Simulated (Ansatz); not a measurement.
thulium atom (Tm), doublet (core potentials on Tm); LC-WPBE/def2-SV(P) (Ansatz, an electronic-structure program).

Ansatz was given this input:
Ansatz 0.2 input:
```yaml
crystal:
  periodic: [false, false, false]
  atoms:
    - {symbol: Tm, position_ang: [0.00000000, 0.00000000, 0.00000000]}
basis:
  gaussian:
    orbitals: def2-SV_P_.json
hamiltonian:
  xc: lc_wpbe
magnetization: {spin_polarized: true, initial_magnetization: 1}
```
The basis file holds def2-SV(P) in the JSON format of the Basis Set Exchange.

Predict the main parts of the log of this Ansatz run.


```
Functional definition: LC-wPBE
596 factors; their error is unknown
126 factors; integrals over basis functions are off by at most 1.1e-4 eV
mean field evaluation 1: about -29536.1282 eV, gradient 7.7e1 eV
mean field evaluation 2: about -27242.8820 eV, gradient 9.3e2 eV
mean field evaluation 4: about -28937.2947 eV, gradient 5.4e2 eV
mean field evaluation 8: about -29539.8068 eV, gradient 4.6e1 eV
mean field evaluation 16: about -29545.8224 eV, gradient 1.1e-3 eV
mean field evaluation 32: about -29545.8143 eV, gradient 1.6e-3 eV
mean field evaluation 64: about -29545.6771 eV, gradient 6.0e0 eV
mean field evaluation 96: about -29545.8145 eV, gradient 1.9e-2 eV
mean field evaluation 128: about -29545.5385 eV, gradient 6.8e0 eV
mean field evaluation 160: about -29547.5902 eV, gradient 2.9e-3 eV
mean field -29547.59016964 eV, -1085.8539106581 hartree, gradient 2.1e-6 eV, S^2 0.750415; 14 other end points of the search recorded, 0 dependent functions left out
reference -29547.59016964 eV, -1085.8539106582 hartree; 21, 20 occupied and 51, 52 virtual orbitals, 596 factors
Total energy: -29547.59016964 eV, -1085.8539106582 hartree
```
